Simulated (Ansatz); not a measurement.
Consider the redistribution: `C[SiH2]C1C=N1` + `[SiH3]Cl` → `C[SiH2]Cl` + `[SiH3]C1C=N1`.

Isolated molecules relaxed with PBE0-D4/def2-TZVP in Ansatz; ΔE leaves out vibrations. CCSD(T)/CBS is the MP2 limit (def2-TZVPP, def2-QZVPP) plus CCSD(T) − MP2 in def2-TZVPP, frozen cores. This one scheme is used for every species. Functionals use def2-TZVPP. B3LYP here is the variant with VWN-RPA as its local correlation; programs differ in this. One conformer a species, not always the lowest.

```csv
level,ΔE (kJ/mol)
r2SCANh-D4,-6.6
BLYP,-6.6
B3LYP,-6.5
r2SCANh,-6.9
```

Q: What does CCSD(T)/CBS give? (An estimate is asked.)

A: Computed: -5.5 kJ/mol. The listed levels differ from it by -1.1, -1.1, -1.0, -1.4 kJ/mol.

Largest T1 diagnostic among the species: 0.012.

Leaving LDA and LC-ωPBE aside and taking each functional with its dispersion term where it has one, the values, not all of them listed here, spread over 1.5 kJ/mol, from B97M-V to B2PLYP.
